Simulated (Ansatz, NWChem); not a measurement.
**Worked example: C3H7F + HOI → C2H4FI + CH4O**

Species: C3H7F (2-fluoropropane) `CC(C)F`, singlet; HOI (hypoiodous acid) `OI`, singlet; C2H4FI `CC(F)I`, singlet; CH4O (methanol) `CO`, singlet. The partners trade CH3 for I: C–CH3 and O–I bonds give way to C–I and O–CH3.

Shapes, held fixed at every level: PBE0-D4/def2-TZVP. Programs: Ansatz 0.2.0, NWChem 7.3.0. A level may come from different programs for different species; with the same settings they agree closely. The zero-point and thermal change to 298 K, harmonic and unscaled (PBE0-D4/def2-TZVP), is +2.4 kJ/mol.

At CCSD(T)/def2-TZVPP; 1 Eh = 2625.50 kJ/mol:

| species | energy (Eh) |
| --- | --- |
| C3H7F | -218.057166 |
| HOI | -372.835641 |
| C2H4FI | -475.350074 |
| CH4O | -115.555339 |

Work out ΔH(298 K) of the reaction at this level.


1. Products less reactants: (-475.350074) + (-115.555339) − [(-218.057166) + (-372.835641)] = -0.012606 Eh = -33.1 kJ/mol.
2. With the thermal change: -33.1 + (+2.4) = -30.7 kJ/mol.

Other levels give -49.5 (HF/def2-SVP) to -26.7 kJ/mol (B3LYP-D4/def2-TZVPP). No measured value is set beside it here. For atoms past krypton def2 sets carry core potentials with scalar relativity. Outer-core shells of I are correlated, in sets that cover them unevenly.
